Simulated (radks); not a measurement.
Ta37+, 36 electrons, occupied as [Kr]. All-electron calculation, scalar-relativistic Kohn-Sham, BLYP, spin-polarised, spherical densities, finite nucleus; Fermi nuclear charge, rms radius 5.3507 fm. Program: a radial shooting solver on a logarithmic mesh with Libxc functionals.

Unscreened Slater integrals over Kohn-Sham orbitals (eV). They are taken over the spin-up orbitals.

\begin{tabular}{lr}
integral & value \\ \hline
F0(4p,4p) & 57.462 \\
F2(4p,4p) & 29.971 \\
F0(4p,4s) & 58.238 \\
G1(4p,4s) & 39.380 \\
F0(4p,3d) & 72.879 \\
F2(4p,3d) & 20.863 \\
G1(4p,3d) & 6.7618 \\
G3(4p,3d) & 6.8349 \\
F0(4p,3p) & 71.650 \\
F2(4p,3p) & 22.327 \\
G0(4p,3p) & 6.0276 \\
G2(4p,3p) & 7.2581 \\
F0(4s,4s) & 59.085 \\
F0(4s,3d) & 74.214 \\
G2(4s,3d) & 6.9660 \\
F0(4s,3p) & 72.954 \\
G1(4s,3p) & 7.3062 \\
F0(3d,3d) & 135.25 \\
F2(3d,3d) & 69.075 \\
F4(3d,3d) & 44.476 \\
F0(3d,3p) & 126.41 \\
F2(3d,3p) & 60.865 \\
G1(3d,3p) & 66.596 \\
G3(3d,3p) & 43.977 \\
F0(3p,3p) & 121.22 \\
F2(3p,3p) & 60.786 \\
\end{tabular}
